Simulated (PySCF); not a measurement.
GaH, SMILES [GaH] (connectivity only; charge and spin as stated), neutral, multiplicity 1. Atoms are numbered in the order given.

```xyz
2

Ga     0.0000     0.0000    -0.0525
H      0.0000     0.0000     1.6288
```
Charge 0, spin multiplicity 1.

The structure is a stationary point at PBE0-D3(BJ)/def2-TZVPD.

Method: PySCF with TDA-PBE0/def2-TZVPD.

Vertical excitations; the highest root listed may be one member of a degenerate set. The molecule is in vacuum. State labels are in the subgroup C2v.

Computed excitation energies, oscillator strengths and character:
| state | symmetry | energy (eV) | λ (nm) | f | main pairs |
|---|---|---|---|---|---|
| S1 | B2 | 3.04 | 408 | 0.039 | HOMO→LUMO+1 (degenerate set) |
| S2 | B1 | 3.04 | 408 | 0.039 | HOMO→LUMO (degenerate set) |
| S3 | A1 | 5.50 | 225 | 0.228 | HOMO→LUMO+2 98 % |
| S4 | A1 | 6.92 | 179 | 0.509 | HOMO→LUMO+3 92 % |
| S5 | B2 | 6.95 | 178 | 0.129 | HOMO→LUMO+5 (degenerate set) |
| S6 | B1 | 6.95 | 178 | 0.129 | HOMO→LUMO+4 (degenerate set) |
| S7 | A1 | 6.98 | 178 | 0.000 | HOMO→LUMO+6 (degenerate set) |
| S8 | A2 | 6.98 | 178 | 0.000 | HOMO→LUMO+7 (degenerate set) |
| S9 | A1 | 8.31 | 149 | 0.017 | HOMO→LUMO+8 98 % |
| S10 | B2 | 8.68 | 143 | 0.625 | HOMO−1→LUMO+1 88 % |
| T1 | B1 | 1.97 | 628 | 0 | HOMO→LUMO (degenerate set) |
| T2 | B2 | 1.97 | 628 | 0 | HOMO→LUMO+1 (degenerate set) |
| T3 | A1 | 4.98 | 249 | 0 | HOMO→LUMO+2 75 %, HOMO→LUMO+3 22 % |
| T4 | A1 | 5.68 | 218 | 0 | HOMO→LUMO+3 73 %, HOMO→LUMO+2 24 % |
Triplets are in the Tamm–Dancoff approximation.
